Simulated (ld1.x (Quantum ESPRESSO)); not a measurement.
# tin (Sn), TM: configuration errors across variants

```
Element                 : tin (Sn)
Generator               : ld1.x (Quantum ESPRESSO) 7.5
Type                    : norm-conserving Troullier–Martins (Kleinman–Bylander form)
Functional              : PBE
Relativity              : scalar-relativistic
Frozen core             : [Ar] 3d10 4s2
Valence charge          : 20
Reference configuration : 4p6 4d10 5s2 5p1.75 (charge +0.25)
Partial waves           : 5s (bound): rc 2.15 bohr; 4p (bound): rc 1.45 bohr; 4d (bound): rc 1.35 bohr; 4f channel at 0.3 Ry: rc 2.15 bohr
Local potential         : all-electron potential smoothed inside 1.75 bohr (lloc = -2)
Core correction         : none
```

Occupied shells without a wave of their own: 5p. They enter only through the test configuration that unscreens the potential.

All-electron excitation energies from the reference (eV): (1) 4p6 4d10 5s2 5p2 -1.112; (2) 4p6 4d10 5s2 5p1 5.762; (3) 4p6 4d10 5s2 5p0 19.715; (4) 4p6 4d9 5s2 5p2 31.579; (5) 4p6 4d10 5s0 5p0 91.812; (6) 4p6 4d9 5s2 5p3 23.354; (7) 4p6 4d10 5s0 5p4 13.074.

For the base: The 5p level has no wave, so the channel is fitted at the deeper level alone: the likely source of the large errors.

On the changes marked as counting shells twice: ld1.x takes every shell without a wave as core, so the model core holds the marked electrons as well and exchange and correlation see them twice. This cancels in the reference configuration, but the file is broken for other ones, and its errors say nothing about a proper core correction.

Tests that are not counted but printed errors over 1 eV. “all radii scaled by about 0.80 (s 1.72, p 1.16, d 1.08, f 1.72 bohr); local potential all-electron potential smoothed inside 1.40 bohr (lloc = -2)”: 4p6 4d9 5s2 5p2 (solver errors, printed error -54.2 eV); 4p6 4d9 5s2 5p3 (solver errors, printed error -63.6 eV).

1 further variants failed, have other tests or too few solved ones, and are left out.

A true bound ghost makes a file unfit for plane-wave use even where its test errors are small: the radial tests pick states by their node count and pass the ghost by. Where a test does run into it, the solver fails or the error is huge.

The file “base” misses its own reference levels by 0.5 eV. The file “wave 5s (bound): rc 2.15 bohr becomes 5s (bound): rc 2.76 bohr” misses its own reference levels by 0.5 eV. The file “core correction a·sin(br)/r model core inside 1.66 bohr (5p counted twice)” misses its own reference levels by 0.5 eV. The file “wave 4f channel at 0.3 Ry: rc 2.15 bohr becomes 4f channel at 0.3 Ry: rc 2.04 bohr” misses its own reference levels by 0.5 eV. The file “wave 4p (bound): rc 1.45 bohr becomes 4p (bound): rc 2.14 bohr” misses its own reference levels by 0.6 eV. The file “wave 4f channel at 0.3 Ry: rc 2.15 bohr becomes 4f channel at 0.04 Ry: rc 2.15 bohr” misses its own reference levels by 0.5 eV. The file “local potential the s channel” misses its own reference levels by 1.4 eV.

Errors AE − PS in meV (a dash: test not solved or not reliable):

| change | (1) | (2) | (3) | (4) | (5) | (6) | (7) | bound ghosts |
| --- | --- | --- | --- | --- | --- | --- | --- | --- |
| base | -106 | +446 | +1357 | -204 | +2316 | -808 | -1230 | none |
| wave 5s (bound): rc 2.15 bohr becomes 5s (bound): rc 2.76 bohr | -106 | +447 | +1365 | -47 | +2198 | -692 | -1279 | none |
| core correction a·sin(br)/r model core inside 1.66 bohr (5p counted twice) | -111 | +396 | +1053 | -219 | +1219 | -858 | -1297 | none |
| wave 4f channel at 0.3 Ry: rc 2.15 bohr becomes 4f channel at 0.3 Ry: rc 2.04 bohr | -106 | +446 | +1357 | -204 | +2316 | -808 | -1230 | none |
| wave 4p (bound): rc 1.45 bohr becomes 4p (bound): rc 2.14 bohr | -125 | +527 | +1603 | -241 | +2743 | -952 | -1452 | none |
| wave 4f channel at 0.3 Ry: rc 2.15 bohr becomes 4f channel at 0.04 Ry: rc 2.15 bohr | -106 | +446 | +1357 | -204 | +2316 | -808 | -1230 | none |
| local potential all-electron potential smoothed inside 0.86 bohr (lloc = -2) | +49 | -205 | -624 | +123 | -1085 | +398 | +505 | s |
| all radii scaled by about 0.80 (s 1.72, p 1.16, d 1.08, f 1.72 bohr); local potential all-electron potential smoothed inside 1.40 bohr (lloc = -2) | -21 | +85 | +245 | – | +443 | – | -257 | s |
| local potential the s channel | -314 | +1339 | +4096 | -782 | +7244 | -2564 | -3756 | none |

Problem. Give the same row for: wave 4d (bound): rc 1.35 bohr becomes 4d (bound): rc 1.56 bohr.

Solution. -106, +446, +1357, -198, +2317, -802, -1230; bound ghosts: none.
